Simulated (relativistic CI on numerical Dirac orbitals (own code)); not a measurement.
## d5 in a ligand field

Computed with a parametric ligand-field model of a d^n configuration (Racah B and C, spin-orbit zeta, crystal field), exact diagonalisation.

Field parameters in Wybourne normalisation: Td as Oh with Dq negative (B⁴₀ = 21Dq, B⁴₄ = √(5/14) B⁴₀). The field is a parameter set, without covalency.

B = 1090 cm⁻¹, C = 4240 cm⁻¹ (C/B = 3.89), Td, no spin-orbit coupling. Tanabe-Sugano data, E/B above the lowest term (Δ = |10Dq|; b, c mark the second and third term of a kind):

```csv
Δ/B,6A1,4T1,4T2,4T1(b),2T2,2A2
1.0,0.00,29.28,29.43,34.39,41.93,42.00
1.9,0.00,28.88,29.37,34.77,41.42,41.72
2.8,0.00,28.32,29.28,35.28,40.61,41.29
3.7,0.00,27.66,29.14,35.88,39.54,40.75
4.6,0.00,26.94,28.96,36.51,38.28,40.13
5.5,0.00,26.18,28.74,37.18,36.88,39.46
6.4,0.00,25.39,28.46,37.83,35.41,38.74
7.3,0.00,24.59,28.14,38.48,33.89,38.00
8.2,0.00,23.77,27.76,39.12,32.32,37.23
9.1,0.00,22.95,27.33,39.74,30.73,36.44
10.0,0.00,22.11,26.84,40.33,29.11,35.63
10.9,0.00,21.27,26.31,40.88,27.48,34.82
11.8,0.00,20.42,25.74,41.41,25.83,33.99
12.7,0.00,19.57,25.12,41.89,24.17,33.16
13.6,0.00,18.71,24.48,42.33,22.50,32.32
14.5,0.00,17.85,23.80,42.74,20.82,31.47
15.4,0.00,16.98,23.09,43.10,19.11,30.61
16.3,0.00,16.11,22.37,43.42,17.42,29.76
17.2,0.00,15.24,21.62,43.71,15.72,28.90
18.1,0.00,14.37,20.86,43.96,14.01,28.04
19.0,0.00,13.50,20.09,44.18,12.30,27.17
19.9,0.00,12.62,19.30,44.37,10.59,26.30
20.8,0.00,11.75,18.51,44.54,8.87,25.43
21.7,0.00,10.87,17.70,44.69,7.15,24.56
```

The ground term stays 6A1.
